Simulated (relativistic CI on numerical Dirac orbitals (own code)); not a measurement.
## Hyperfine structure of Ba28+, mass number 135

Computed by Dirac-Coulomb-Breit CI, KLI orbitals optimised for each configuration, model QED, unscaled Slater integrals (own radial code, finite nucleus).

Configuration list (outside the closed core [Ne]): 3s²3p⁶3d¹⁰, 3s²3p⁶3d⁹4s, 3s²3p⁶3d⁹4p, 3s²3p⁶3d⁹4d, 3s²3p⁶3d⁹4f, 3s²3p⁵3d¹⁰4s, 3s²3p⁶3d⁸4s², 3s²3p⁵3d¹⁰4p, 3s²3p⁶3d⁸4s4p, 3s²3p⁶3d⁹5s, 3s²3p⁶3d⁸4p², 3s²3p⁵3d¹⁰4d, 3s²3p⁶3d⁹5p, 3s²3p⁶3d⁸4s4d, 3s3p⁶3d¹⁰4s, 3s²3p⁶3d⁹5d. Levels of other configurations are missing.

Nuclear spin I = 3/2, μ = 0.8381 μN, Q = 0.153 b (tables of Stone and Pyykkö). The electronic factors are computed for point nuclear moments, without core polarisation or the Bohr-Weisskopf and QED corrections.

| Level | E (10³ cm⁻¹) | A (MHz) | B (MHz) |
| --- | --- | --- | --- |
| 3s²3p⁶3d⁹4s ³D3 | 5398.2 | 47150 | -4110 |
| 3s²3p⁶3d⁹4s ¹D2 | 5407.8 | -32090 | -3160 |
| 3s²3p⁶3d⁹4s ³D1 | 5529.9 | -39290 | -1570 |
| 3s²3p⁶3d⁹4s ³D2 | 5536.9 | 74530 | -3270 |
| 3s²3p⁶3d⁹4p ³P°2 | 5856.2 | -4166 | -2500 |
| 3s²3p⁶3d⁹4p ³F°2 | 5989.6 | 31670 | -2720 |
| 3s²3p⁶3d⁹4p ³F°4 | 6041.4 | 8724 | 1780 |
| 3s²3p⁶3d⁹4p ¹D°2 | 6054.5 | 8505 | -5860 |

Levels with J = 0, under 50 % of one LS term, or S terms without an open s electron are left out. Small factors come from cancelling terms and can be off by tens of per cent or more.

At this charge energies of transitions that change n are usually good to better than 1 %, and those within a shell (Δn = 0) to a few per cent.

(1) Give the hyperfine levels of 3s²3p⁶3d⁹4s ³D3 relative to its centre of gravity.

Answers

(1) With K = F(F + 1) − I(I + 1) − J(J + 1), E = AK/2 + B[¾K(K + 1) − I(I + 1)J(J + 1)]/[2I(2I − 1)J(2J − 1)]: F = 3/2: -285400, F = 5/2: -164400, F = 7/2: 2056, F = 9/2: 211200 MHz.

LS names give the leading component of a level, which can be under half, so a name can repeat, a term be missing and a line seem to break the LS rules.
